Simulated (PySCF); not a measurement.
A structure optimised at TPSSh-D3(BJ)/def2-SVP, used in a PySCF frequency run:

```
Si
F 1 1.6350
O 1 1.6580 2 108.37
H 3 0.9680 1 118.19 2 -55.87
C 1 1.9092 2 115.43 3 126.36
H 5 1.1034 1 114.80 2 -128.46
H 5 1.1037 6 108.22 1 -130.57
O 5 1.4558 6 109.81 7 -119.86
Si 8 1.7033 5 110.02 6 -121.60
H 9 1.4892 8 112.70 5 -117.46
H 9 1.4893 10 108.04 8 124.93
```
Charge 0, spin multiplicity 1.

Task: Write its SMILES and formula.

Result: O[Si@]1(F)CO[SiH2]1, CH₅FO₂Si₂

Task: What are its rotational constants (standard atomic weights)?

Result: 3.5202, 1.6805, 1.6253 GHz
